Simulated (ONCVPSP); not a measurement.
# Pseudopotential generation for Ho (Z = 67): ONCV, PBE, scalar-relativistic.

holmium (Ho), optimised norm-conserving Vanderbilt (ONCV), made with ONCVPSP 4.0.1 (PBE, scalar-relativistic). Core [Kr] 4d10, reference 4f11 5s2 5p6 6s1 6p1. Waves: 5s+6s: rc 1.90 bohr, ncon 4, nbas 9, qcut 8.1 1/bohr, 2 projectors; 5p+6p: rc 2.60 bohr, ncon 4, nbas 7, qcut 5 1/bohr, 2 projectors; d scattering state at 0.02 Ha: rc 2.30 bohr, ncon 5, nbas 9, qcut 3.9 1/bohr, 2 projectors, debl 3 Ha; 4f: rc 1.30 bohr, ncon 4, nbas 9, qcut 12.6 1/bohr, 2 projectors, debl 3.5 Ha. Local part: polynomial inside 0.95 bohr (lpopt 4, dvloc0 3 Ha). Core correction: Teter function, fcfact 5.5, rcfact 1.7.

In the d channel the program set the typed energies aside and used 0.050, 3.050 Ha.

- Cutoffs needed: 72 Ha and 82 Ha (the cutoffs (Ha) at which the residual kinetic energy of the hardest occupied pseudo-wave falls to 1 and 0.1 mHa per electron)
- Ghost test: no bound ghost flagged; GHOST(+) flagged for s at 55.6 eV
- Configuration tests: tests left out (the all-electron energies of this program are off by 10 to 40 meV for near-neutral 4f atoms)
- rms error of d²Exc/dni dnj: 4.01 mHa without and 2.55 mHa with the model core
